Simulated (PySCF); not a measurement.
Sn(H)(NH2)3 (H7N3Sn), SMILES [NH2][SnH]([NH2])[NH2]. Geometry: PBE0-D3(BJ)/def2-SVP. The structure was generated by enumeration; whether it is a known compound was not checked. The def2 effective core potentials stand for the cores of Sn; spin–orbit coupling is left out. One conformer was computed; it need not be the lowest.

The numbers are results of PBE0-D3(BJ)/def2-SVP run with PySCF, not measurements.

Harmonic wavenumbers (cm⁻¹): 90, 136, 141, 172, 182, 228, 492, 524, 537, 564, 575, 618, 628, 647, 826, 835, 869, 1534, 1536, 1541, 1912, 3552, 3552, 3554, 3651, 3654, 3657. Rotational constants (GHz): 4.542, 4.024, 2.705; symmetry number 1.

Q: Work out the zero-point energy and the ideal-gas rigid-rotor harmonic-oscillator thermochemistry at 298.15 K and 1 atm.

A: ZPE = ½ Σ hcν = ½ × 36208 cm⁻¹ = 216.57 kJ/mol. H − E(el) = 240.74 kJ/mol. Entropy in J/(mol K): translation 172.63, rotation 109.95, vibration 85.92, total 368.50. G − E(el) = 130.87 kJ/mol. Cp = 125.37 J/(mol K). Modes under 150 cm⁻¹ make the vibrational entropy uncertain.
